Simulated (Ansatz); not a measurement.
Geometry optimisation, RKS BHLYP/def2-SVP in Ansatz 0.2.0.

Input:

```yaml
crystal:
  periodic: [false, false, false]
  atoms:
    - { symbol: Zn, position_ang: [0.197185, -0.177819, 0.226494] }
    - { symbol: C, position_ang: [0.146367, -0.132009, 2.193513] }
    - { symbol: H, position_ang: [-0.844862, -0.431224, 2.544212] }
    - { symbol: H, position_ang: [0.882209, -0.799391, 2.648209] }
    - { symbol: H, position_ang: [0.347196, 0.883675, 2.544602] }
    - { symbol: Cl, position_ang: [0.170599, -0.153425, -1.897093] }
    - { symbol: H, position_ang: [-1.833749, 1.621777, 0.79019] }
    - { symbol: H, position_ang: [-1.459945, 1.292817, 1.304374] }
basis:
  gaussian: { orbitals: def2-SVP }
hamiltonian:
  xc: { name: BHLYP }
relax:
  f_tol: 0.03
  max_steps: 50
```

Run as:

```bash
$ ansatz run input.yaml --threads 2 --pin off --max-ram 3072MiB --backend cpu --events-out ev --progress --plain --runs-dir out
```

Question: Where does it end, and by what steps?

Answer: The forces met the threshold. The force dipped under the threshold on the way, but the program's further checks kept it going. After 19 steps the energy has fallen by 0.211 eV; H8 moved furthest, 1.94 Å.

```csv
step,energy less start (eV),largest force component (eV/Å),accepted
0,0.0000,1.162,yes
1,-0.1136,0.162,yes
2,-0.1422,0.408,yes
3,-0.1478,0.264,yes
4,-0.1577,0.332,yes
5,-0.1586,0.297,yes
6,-0.1704,0.098,yes
7,-0.1756,0.739,yes
8,-0.1412,1.733,no
9,-0.1902,0.068,yes
10,-0.1955,0.213,yes
11,-0.1962,0.521,yes
12,-0.2020,0.167,yes
13,-0.2047,0.020,yes
14,-0.2063,0.269,yes
15,-0.2087,0.145,yes
16,-0.2100,0.032,yes
17,-0.2107,0.054,yes
18,-0.2110,0.074,yes
19,-0.2113,0.013,yes
```

```xyz
8
Properties=species:S:1:pos:R:3
Zn 0.193 -0.176 0.631
C 0.566 -0.505 2.509
H -0.320 -0.900 3.014
H 1.376 -1.231 2.622
H 0.862 0.419 3.011
Cl -0.204 0.177 -1.431
H -2.205 1.957 -0.222
H -2.662 2.364 0.220
```

Whether the end is a true minimum wasn't checked by a vibrational analysis.

The run took 29 s on 2 threads of Intel(R) Xeon(R) 6975P-C (Granite Rapids), on a shared host, peak memory 0.2 GiB.
